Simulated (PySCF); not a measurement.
# Assignment exercise: C5H4O2

Cartesian coordinates in Å; atom numbers follow the order of the lines, from 1:
```xyz
11

O    -2.603    0.978    0.306
C    -1.878    0.115   -0.119
C    -0.430    0.094    0.010
C     0.471   -0.902   -0.474
C     1.711   -0.485   -0.114
O     1.646    0.686    0.551
C     0.365    1.033    0.625
H    -2.284   -0.762   -0.661
H     0.214   -1.792   -1.010
H     2.684   -0.909   -0.264
H     0.110    1.947    1.124
```

PySCF 2.14.0 with density-fitted response routines calculation with σ from GIAO-PBE0/pcSseg-1 and GFN2-xTB structure; one conformer, gas phase, no relativistic terms.

Scale: TMS for 13C and 1H (reference shieldings calculated alike).

Task: Assign these signals to the numbered atoms. 13C{1H} NMR (computed): δ 189.1 (CH), 152.0 (CH), 148.1 (CH), 133.6 (C), 118.6 (CH).

Result: 
```tsv
δ (ppm)	atoms	environment	reason
189.1	C2	aldehyde carbonyl carbon	low-lying n→π* states of the double bond to the heteroatom give a large paramagnetic term (-244 ppm)
152.0	C7	aromatic CH next to the ring oxygen	–
148.1	C5	aromatic CH next to the ring oxygen	–
133.6	C3	substituted aromatic carbon	–
118.6	C4	aromatic CH	–
```

Task: Assign these signals to the numbered atoms. 1H NMR (500 MHz, computed): δ 10.27 (s, 1H), 8.34 (m, 1H), 7.54 (m, 1H), 6.98 (m, 1H).

Result: 
| δ (ppm) | atoms | environment | reason |
| --- | --- | --- | --- |
| 10.27 | H8 | hydrogen on an aldehyde carbonyl carbon | the C=O anisotropy and electron withdrawal place aldehyde protons far downfield |
| 8.34 | H11 | hydrogen on an aromatic CH next to the ring oxygen | ring current plus the deshielding of an ortho carbonyl group |
| 7.54 | H10 | hydrogen on an aromatic CH next to the ring oxygen | – |
| 6.98 | H9 | hydrogen on an aromatic CH | ring-current deshielding |

Shifts are as computed. Against solution values, carbons near 30 ppm lie about +3 ppm off and those near 130 ppm about +5 ppm. Of 246 compounds with measured shifts, 49 miss one by over three times the rms of a fit or turn the order of signals round; such compounds aren't used in these exercises. Multiplicities follow the n + 1 count of equivalent neighbours, as no J values were calculated; m marks all less simple cases, F and P coupling included.
